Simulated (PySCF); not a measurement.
# ISBr: from structure and modes to constants

Computed with PySCF, PBE0, basis I def2-TZVP with ECP28, S def2-TZVP, Br def2-TZVP (scalar-relativistic core potentials, no spin–orbit coupling, density fitting).

The singlet minimum has Cs symmetry. Masses (u): I 126.90447, S 31.97207, Br 78.91834.

```xyz
3
charge 0 multiplicity 1, angstrom
I    -0.4617    0.0000   -0.6453
S    -2.3097    0.0000    0.6208
Br    1.6784    0.0000    0.7862
```

Harmonic wavenumbers (cm⁻¹): 100.6 (a', ×1), 215.4 (a', ×1), 457.9 (a', ×1).

Find the principal moments of inertia and the rotational constants. What kind of rotor is it?

About the centre of mass I = 86.264, 447.62, 533.89 u Å². With B = 16.8576/I this gives 0.1954, 0.03766, 0.03158 cm⁻¹. The molecule is an asymmetric top with κ = -0.93.

What is the harmonic zero-point energy?

Half the sum of all 3 wavenumbers, 774/2 = 387 cm⁻¹, which is 4.6 kJ/mol (1 cm⁻¹ = 0.0119627 kJ/mol).

Find the vibrational entropy and heat capacity at 298.15 K.

With u = 1.43878 ω/T, each mode gives S = R[u/(eᵘ−1) − ln(1−e⁻ᵘ)] and C = R u² eᵘ/(eᵘ−1)².
```tsv
ω (cm⁻¹)	u	S (J/(mol K))	C (J/(mol K))
100.6	0.486	14.40	8.15
215.4	1.040	8.36	7.60
457.9	2.210	3.23	5.62
```
The sums over all modes are S = 26.0 and C = 21.4 J/(mol K); the softest mode gives 55 % of the entropy.

Give the standard entropy (298.15 K, 1 bar) by its translational, rotational, vibrational and spin parts, and Cp.

Sackur–Tetrode with M = 237.79 u gives 177.1; rotation with symmetry number 1 gives 118.5; vibration 26.0; spin R ln 1 = 0.0. The total is 321.6 J/(mol K), and Cp = 4 R + 21.4 = 54.6 J/(mol K).

Only a few start shapes were tried, so a lower isomer may exist.
